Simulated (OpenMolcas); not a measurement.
## W V: the spin-orbit constant, worked from levels

- Program: OpenMolcas
- Basis: ANO-RCC-VQZP [9s8p6d4f3g2h]
- Scalar Hamiltonian: DKH2, point nucleus
- Active space: 2 electrons in 10 orbitals (5d 6d)
- State averaging: 2S+1 = 3 even, 10 roots; 2S+1 = 1 even, 15 roots
- Spin-orbit coupling: RASSI with atomic mean-field integrals over the reference wave functions, term energies averaged over their components

Methods: CASSCF; SS-CASPT2, IPEA 0.25 Eh, imaginary shift 0.1 Eh (closed shells correlated: 5s 5p). Measured levels: the list in J. Phys. B 45, 065001 (2012).

**The spin-orbit constant.** For the Hund term 3F of d2, E(J) = (A/2) J(J+1) + constant and ζ = 2S·A = 2A. From J = 2 to J = 4 the energy changes by 7 A.

| Source | E(4) - E(2) | A | ζ |
| --- | --- | --- | --- |
| CASSCF | 11628.0 | 1661.1 | 3322 |
| SS-CASPT2 | 11803.2 | 1686.2 | 3372 |
| measured | 11519.4 | 1645.6 | 3291 |

All in cm-1. SS-CASPT2 is off by +2.5 % and CASSCF by +0.9 %. Both methods take the spin-orbit matrix elements from the reference wave functions, so the second can move ζ only through the term energies and any multistate remixing. Second-order mixing with other terms is absorbed into this ζ.

Term energies are means over components that CASPT2 splits; among the terms shown or strongly mixed into the levels shown the widest spread is 560 cm-1 (5d2 3F, SS-CASPT2). Active for correlation alone: 6d; no level in the range computed is led by a configuration that fills it, so any true level of that kind is missing. Without dynamic correlation excited terms often stand tens of per cent too high (terms of higher spin than the ground term too low), and those without a measured partner can miss by more than the paired ones (holds for CASSCF). Measured partners are found by configuration, term and J. A level has none where our copy of the source lacks it or the pairing is in doubt (some pairs that miss far off the trend of their configuration count as doubtful), and it then counts in no deviation. Only configurations of the active space appear.
